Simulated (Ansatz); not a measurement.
A structure relaxed at PBE0-D4/def2-TZVP, charge 0, multiplicity 1:

Cartesian coordinates in Å:
```
C 1.595 0.450 -0.460
C 0.638 0.555 0.450
Sn -1.199 -0.432 0.186
Cl -1.660 -1.956 1.857
Cl -1.162 -1.586 -1.815
Cl -3.003 1.004 0.128
H 1.478 -0.138 -1.365
H 2.548 0.957 -0.332
H 0.765 1.145 1.352
```

(1) Give its formula and SMILES.

(2) Point group (tolerance 0.08 Å, 0.16 Å for H)?

(3) Summarise the bond lengths by kind.

Answers

(1) C2H3Cl3Sn, `C=[CH][Sn]([Cl])([Cl])[Cl]`.

(2) Cs.

(3) 1 × C–C 1.325 Å; 3 × C–H 1.085 to 1.087 Å; 1 × C–Sn 2.102 Å; 3 × Cl–Sn 2.307 to 2.310 Å.

Program: Ansatz 0.2.0.
